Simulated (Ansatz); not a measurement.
Basis-set extrapolation for `FCOC[SiH3]` (PBE0-D4/def2-TZVP geometry, frozen core, Ansatz). Multiplicity 1, RHF reference.

```
                      def2-TZVPP   def2-QZVPP
                 HF  -543.138639  -543.159225
    MP2 correlation    -0.956836    -1.031616
CCSD(T) correlation    -1.036572      not run
```

Energies in hartree. Use E(X) = E(∞) + A·exp(−7.88·√X) for Hartree–Fock and E(X) = E(∞) + B·X^(−2.97) for correlation, with X = 3 and 4, and add CCSD(T) minus MP2 of the smaller set to the MP2 limit.

Task: What is the CCSD(T) energy at the basis-set limit?

Result: HF limit: -543.159225 + (-0.020586) × 0.13774 = -543.16206. MP2 limit: -1.031616 + (-0.074780) × 0.74074 = -1.08701. Higher-order term: -1.036572 − (-0.956836) = -0.07974. Total: -544.32881 hartree, 4.18 eV below CCSD(T)/def2-TZVPP.
